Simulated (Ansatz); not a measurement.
`C=CCC[SiH3]` and `C=CCCO` differ in one atom or group.

Ansatz, PBE0-D4/def2-TZVP geometries, multiplicity 1. Each molecule was computed in one conformer, which needn't be the lowest.

| property | `C=CCC[SiH3]` |
| --- | --- |
| LUMO energy (ωB97M-V/def2-TZVPP) / eV | 2.02 |
| HOMO–LUMO gap (B3LYP/def2-TZVPP) / eV | 7.17 |
| HOMO energy (PBE/def2-TZVPP) / eV | -6.38 |
| size of the dipole moment (ωB97M-V/def2-TZVPP) / D | 0.96 |
| size of the dipole moment (B3LYP/def2-TZVPP) / D | 0.97 |
| LUMO energy (PBE/def2-TZVPP) / eV | -0.88 |

**Question.** What does the change do to each property? (Estimate.)

**Answer.** The calculation gave: 
```tsv
property	`C=CCCO`	shift
LUMO energy (ωB97M-V/def2-TZVPP) / eV	2.10	0.08
HOMO–LUMO gap (B3LYP/def2-TZVPP) / eV	7.21	0.04
HOMO energy (PBE/def2-TZVPP) / eV	-6.11	0.27
size of the dipole moment (ωB97M-V/def2-TZVPP) / D	1.76	0.80
size of the dipole moment (B3LYP/def2-TZVPP) / D	1.76	0.79
LUMO energy (PBE/def2-TZVPP) / eV	-1.01	-0.13
```

Dipoles are sizes alone; their direction can turn.

B3LYP here is the variant with VWN-RPA as its local correlation; programs differ in this.
